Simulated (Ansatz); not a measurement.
Wavefunction ladder for CH₈SSi₂, SMILES `[SiH3]C([SiH3])S`

Cartesian coordinates in Å:
```
Si 0.719 -0.103 -1.486
C -0.167 0.657 -0.015
Si -1.160 -0.525 1.057
S 1.039 1.551 1.025
H -0.243 -0.827 -2.364
H 1.723 -1.074 -0.976
H 1.405 0.954 -2.270
H -0.844 1.434 -0.386
H -1.852 0.224 2.135
H -0.221 -1.509 1.659
H -2.164 -1.260 0.239
H 1.765 0.478 1.382
```

Charge 0, multiplicity 1. Geometry: relaxed with PBE0-D4/def2-TZVP. It is one conformer, not always the lowest. Frozen core, restricted reference, the Gaussian-basis code of Ansatz. CBS rows extrapolate triple and quadruple zeta; past MP2 they add the triple-zeta difference.

| basis | HF (Eh) | MP2 corr. | CCSD corr. | (T) | CCSD(T) total |
| --- | --- | --- | --- | --- | --- |
| def2-TZVPP | -1017.96319 | ? | ? | ? | ? |
| def2-QZVPP | -1017.99466 | -0.65995 | – | – | – |
| CBS(def2) | -1017.99899 | ? | -0.76155 | as TZ | ? |

Problem. Fill in the withheld values. (Estimate.)

Solution. Ansatz gave: def2-TZVPP MP2 corr.: -0.61457; def2-TZVPP CCSD corr.: -0.68256; def2-TZVPP (T): -0.02757; def2-TZVPP CCSD(T) total: -1018.67332; CBS(def2) MP2 corr.: -0.69357; CBS(def2) CCSD(T) total: -1018.78811.
